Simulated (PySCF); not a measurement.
B(F)2(OEt) (C2H5BF2O), SMILES CCOB(F)F.

Coordinates come from a TPSSh-D3(BJ)/def2-SVP optimisation. Other conformers were not sampled.

Level of theory: TDA-CAM-B3LYP/def2-SVPD run with PySCF 2.14.0.

Vertical excitations. 

Computed excitation energies, oscillator strengths and character:
```tsv
state	energy (eV)	λ (nm)	f	main pairs
S1	8.68	143	0.010	HOMO→LUMO 92 %
S2	8.97	138	0.001	HOMO−1→LUMO 86 %
S3	9.59	129	0.081	HOMO→LUMO+1 75 %
S4	9.61	129	0.016	HOMO−1→LUMO+2 37 %, HOMO−1→LUMO+4 32 %, HOMO−1→LUMO+3 8 %
S5	9.76	127	0.004	HOMO−1→LUMO+1 75 %
S6	9.84	126	0.040	HOMO→LUMO+2 68 %
S7	10.05	123	0.036	HOMO→LUMO+3 65 %, HOMO→LUMO+2 10 %
S8	10.22	121	0.081	HOMO−1→LUMO+2 37 %, HOMO−1→LUMO+3 19 %, HOMO−1→LUMO+4 16 %, HOMO→LUMO+3 9 %
S9	10.30	120	0.141	HOMO→LUMO+4 69 %
S10	10.41	119	0.068	HOMO−2→LUMO 65 %, HOMO−2→LUMO+1 12 %
T1	8.42	147	0	HOMO→LUMO 39 %, HOMO→LUMO+4 26 %, HOMO→LUMO+2 20 %
T2	8.54	145	0	HOMO→LUMO 50 %, HOMO→LUMO+4 23 %, HOMO→LUMO+3 8 %, HOMO→LUMO+2 8 %
T3	8.75	142	0	HOMO−1→LUMO 77 %
T4	9.30	133	0	HOMO−1→LUMO+4 32 %, HOMO−1→LUMO+2 31 %, HOMO−1→LUMO+3 11 %
```
Triplets are in the Tamm–Dancoff approximation.
